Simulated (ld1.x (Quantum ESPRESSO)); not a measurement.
## Before and after: TM potential for sulfur

S, norm-conserving Troullier–Martins (Kleinman–Bylander form), made with ld1.x (Quantum ESPRESSO) 7.5 (PBE, fully relativistic). Core [Ne], reference 3s2 3p4. Waves: 3s (bound): rc 1.00 bohr; 3d channel at -0.15 Ry: rc 1.15 bohr; 3p (bound): rc 1.25 bohr. Local part: the p channel. Core correction: none.

Open shells are filled in proportion to 2j + 1 (rel_dist='average').

Change: all radii scaled by about 1.04 (s 1.04, p 1.30, d 1.20 bohr).

Cutoffs: the cutoffs (Ry, on a coarse ladder) from which the occupation-weighted sum of valence levels, in a spherical-Bessel basis at the reference potential, stays within 10 and 1 mRy of its value at 400 Ry; they do not see the model core or the augmentation charge, which bear on the density cutoff. Errors are all-electron minus pseudo energies relative to the spin-unpolarised reference configuration.

Task: How do hardness, ghosts and transferability respond?

Result: The potential gets softer (90 Ry and 230 Ry → 80 Ry and 200 Ry); of the 7 tests that both files solve, the error grows in 0 and shrinks in 1 by more than 15 % and 0.3 meV (median size 23.7 → 14.0 meV); neither file shows a bound ghost. A larger radius leaves more room for a smooth pseudo-wave, so fewer plane waves are needed.

| quantity | base | changed |
| --- | --- | --- |
| cutoff, loose | 90 Ry | 80 Ry |
| cutoff, tight | 230 Ry | 200 Ry |
| loose cutoff by channel (10 mRy a level) | s 70 Ry, p 12 Ry | s 70 Ry, p 10 Ry |
| bound ghosts | none | none |
| largest miss of a reference level, eV | 0.06 | 0.06 |
| error for 3s2 3p3, meV [ΔE 11.77 eV] | +4.9 | +4.2 |
| error for 3s2 3p2, meV [ΔE 34.05 eV] | +32 | +28 |
| error for 3s2 3p1, meV [ΔE 68.09 eV] | +117 | +102 |
| error for 3s2 3p4.3, meV [ΔE -1.71 eV] | +0.1 | +0.1 |
| error for 3s2 3p0, meV [ΔE 114.89 eV] | +330 | +296 |
| error for 3s1 3p5, meV [ΔE 10.31 eV] | +24 | +14 |
| error for 3s2 3p3.5, meV [ΔE 4.66 eV] | +1.0 | +0.8 |
